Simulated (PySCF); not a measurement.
## H₂TcO₂, doublet: molecular constants

All numbers come from UPBE in PySCF with Tc def2-SVP with ECP28, O def2-SVP, H def2-SVP; scalar-relativistic core potentials, no spin–orbit coupling; density-fitted integrals.

The structure is a minimum.

| Item | Value |
| --- | --- |
| Point group | C2v |
| Bond lengths | Tc–H 1.658 Å (×2), Tc–O 1.681 Å (×2) |
| Bond angles | H–Tc–H 96.0°, H–Tc–O 108.2° (×4), O–Tc–O 124.5° |
| Spin squared ⟨S²⟩ | 0.753 |
| Entropy at 298.15 K and 1 bar (electronic part: spin only) | 287.8 J/(mol K) |
| Lowest empty level (β) | -5.52 eV |
| Zero-point energy | 49.6 kJ/mol |
| Rotational symmetry number | 2 |
| Dipole moment | 0.86 D |
| Principal quadrupole moments (Buckingham, traceless) about the centre of mass | -4.50, 1.09, 3.42 D Å |
| Enthalpy at 298.15 K above 0 K | 13.89 kJ/mol |
| Heat capacity Cp at 298.15 K | 64.4 J/(mol K) |
| Highest occupied level (α) | -6.65 eV |
| Atomisation energy without zero-point energy | 1897 kJ/mol |
| Principal polarisabilities | 36.4, 39.0, 44.2 bohr³ |
| Rotational constants | 0.7947, 0.2281, 0.1894 cm⁻¹ |

Harmonic modes (masses in u: Tc 98.907, O 15.995, H 1.008):
```tsv
symmetry	ω (cm⁻¹)	IR (km/mol)	μ (u)	type
a1	297	6.3	11.73	bend
b1	306	8.0	1.42	bend
a1	359	8.3	1.05	bend
a2	668	0.0	1.05	bend
b2	673	0.3	1.09	bend
b2	997	153	13.11	mixed
a1	1004	28.1	17.06	stretch
b1	1986	36.6	1.02	stretch
a1	2009	22.4	1.02	stretch
```

In C2v the vibrations span 4a1 + 2b1 + a2 + 2b2. The a2 mode carries no infrared intensity, as symmetry demands.

Charges (e):
| atom | Mulliken | Löwdin | polar tensor | spin (Mulliken) | Mayer order to Tc1 |
| --- | --- | --- | --- | --- | --- |
| Tc1 | 0.60 | 0.04 | 1.16 | 0.94 | – |
| O2,3 | -0.30 | -0.03 | -0.48 | 0.06 | 2.10 |
| H4,5 | 0.00 | 0.01 | -0.09 | -0.03 | 0.93 |

Mulliken populations on Tc1 (electrons outside its core potential): s 2.55, p 6.61, d 5.18, f 0.05.

Outer orbital energies (eV). α occupied: -11.37, -11.04, -10.52, -9.97, -9.37, -8.69, -8.41, -6.65; empty: -4.51, -2.90, -2.83, -1.97. β occupied: -11.52, -11.12, -10.87, -10.38, -9.53, -9.12, -8.65, -8.32; empty: -5.52, -4.25, -2.73, -2.49.

This need not be the most stable arrangement of these atoms. Open d and f shells are described by one determinant, and the ground state may have another occupation or spin.

The final relaxation and frequency run took 80 s on 2 threads of a shared Arm Neoverse N1 host, with 69 basis functions and 15 gradients; the process peaked at 0.95 GiB. Launch command: `OMP_NUM_THREADS=2 python axn.py task.json out`.
